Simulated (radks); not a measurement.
Values are calculated unless marked as measured or tabulated.
Species: Lu3+. Configuration: [Xe] 4f14. Level of theory: non-relativistic Kohn-Sham, exchange-only B88, spin-polarised, spherical densities, point nucleus; relativity is left out, which matters for an element this heavy (a radial shooting solver on a logarithmic mesh with Libxc functionals).

Radial electron density D(r) = 4 pi r^2 rho(r):

r (bohr),D(r) (e/bohr)
0.001881,8.705
0.002155,10.99
0.002488,13.98
0.002851,17.43
0.003292,21.84
0.003772,26.78
0.004322,32.53
0.004991,39.47
0.005718,46.75
0.006604,55.06
0.007566,63.16
0.008668,71.09
0.01001,78.76
0.01147,84.71
0.01324,89.03
0.01517,90.85
0.01739,90.44
0.02008,88.07
0.023,85.06
0.02657,82.75
0.03044,83.09
0.03515,87.53
0.04027,95.74
0.04614,106.5
0.05328,117.5
0.06104,124.1
0.0705,124.1
0.08077,117.7
0.09254,108.2
0.1069,100.8
0.1224,100.4
0.1414,106.5
0.162,112.8
0.1871,111.5
0.2143,99.12
0.2456,80.12
0.2836,62.98
0.3249,57.23
0.3753,61.50
0.4299,67.34
0.4926,66.95
0.5688,57.43
0.6517,43.75
0.7527,30.24
0.8623,21.48
0.9879,16.45
1.141,13.24
1.307,10.60
1.51,7.637
1.73,4.938
1.997,2.660
2.288,1.258
2.622,0.4992
3.028,0.1516
3.469,0.03924
4.006,0.007160
4.59,0.001077

D(r) has 4 maxima, at r = 0.0158, 0.0656, 0.171, 0.458 bohr, and minima at 0.0281, 0.115, 0.325 bohr, inside which lie 1.95, 11.40, 30.03 electrons.
